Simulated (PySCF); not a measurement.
Several molecules and their computed UV-vis stick spectra, shuffled. Level of theory: TDDFT CAM-B3LYP/def2-SVPD, vertical, gas phase, core orbitals frozen in the response (PySCF 2.14.0, density-fitted response routines). Geometries: GFN2-xTB; one conformer of each isolated species. Triplets are in the Tamm–Dancoff approximation.

A. `CS(=O)(=O)NS(=O)(=O)F`
B. `CC[Si@@H](O)O[SiH3]`
C. `C([SiH2][SiH2]O)OC`
D. `CO[SiH2]O[SiH2]C`
E. `C[SiH2]O[Si@H](C)O`

Lowest singlet levels (six at most, fewer where fewer were computed) with oscillator strengths:

1. 7.31 eV (f 0.002); 7.62 eV (f 0.006); 7.73 eV (f 0.003); 7.95 eV (f 0.010); 8.17 eV (f 0.003); 8.47 eV (f 0.037); T1 7.04 eV
2. 7.64 eV (f 0.002); 7.87 eV (f 0.007); 7.94 eV (f 0.011); 8.21 eV (f 0.118); 8.27 eV (f 0.035); 8.33 eV (f 0.015); T1 7.40 eV
3. 7.77 eV (f 0.002); 8.22 eV (f 0.010); 8.32 eV (f 0.005); 8.41 eV (f 0.011); 8.63 eV (f 0.003); 8.68 eV (f 0.007); T1 7.45 eV
4. 7.37 eV (f 0.003); 7.64 eV (f 0.024); 8.03 eV (f 0.007); 8.11 eV (f 0.006); 8.19 eV (f 0.036); 8.28 eV (f 0.015); T1 7.06 eV
5. 6.45 eV (f 0.029); 6.95 eV (f 0.004); 7.11 eV (f 0.025); 7.19 eV (f 0.044); 7.72 eV (f 0.080); 7.79 eV (f 0.007); T1 5.78 eV

Question: Which spectrum belongs to which structure?

Answer: 1 = B, 2 = E, 3 = A, 4 = D, 5 = C.
- A: S1 at 7.77 eV, HOMO→LUMO+1 (55%), HOMO-1→LUMO+1 (20%), HOMO-2→LUMO+1 (11%); Löwdin shares by element: HOMO oxygen 66% or more, nitrogen 19%; LUMO sulfur 43%, hydrogen 14% or more, nitrogen 7% (atoms not listed hold the other 36%); HOMO -11.19 and LUMO 0.33 eV.
- B: S1 at 7.31 eV, HOMO→LUMO (72%); Löwdin shares by element: HOMO carbon 24% or more, silicon 18% or more, oxygen 16% or more, hydrogen 11% or more (atoms not listed hold the other 32%); LUMO silicon 41%, oxygen 25% (atoms not listed hold the other 34%); HOMO -9.35 and LUMO 0.84 eV.
- C: S1 at 6.45 eV, HOMO→LUMO (84%); Löwdin shares by element: HOMO silicon 48%, oxygen 19% or more, carbon 9% or more (atoms not listed hold the other 24%); LUMO silicon 40%, oxygen 10% or more, carbon 9% or more (atoms not listed hold the other 41%); HOMO -9.21 and LUMO 0.59 eV.
- D: S1 at 7.37 eV, HOMO→LUMO (50%), HOMO→LUMO+1 (21%), HOMO-1→LUMO (10%); Löwdin shares by element: HOMO oxygen 37%, silicon 16% or more, hydrogen 11% or more (atoms not listed hold the other 36%); LUMO carbon 23% or more, silicon 20% or more, oxygen 9% or more, hydrogen 7% or more (atoms not listed hold the other 41%); HOMO -9.47 and LUMO 1.12 eV.
- E: S1 at 7.64 eV, HOMO→LUMO (77%); Löwdin shares by element: HOMO oxygen 22% or more, carbon 18% or more, silicon 16% or more, hydrogen 12% or more (atoms not listed hold the other 33%); LUMO silicon 34%, oxygen 23% or more, hydrogen 13% or more (atoms not listed hold the other 30%); HOMO -9.57 and LUMO 0.93 eV.
B and D have S1 within 0.06 eV of each other; their strongest listed levels stand at 8.47 eV (f 0.037) and 8.19 eV (f 0.036).
A and E have S1 within 0.13 eV of each other; their strongest listed levels stand at 8.41 eV (f 0.011) and 8.21 eV (f 0.118).
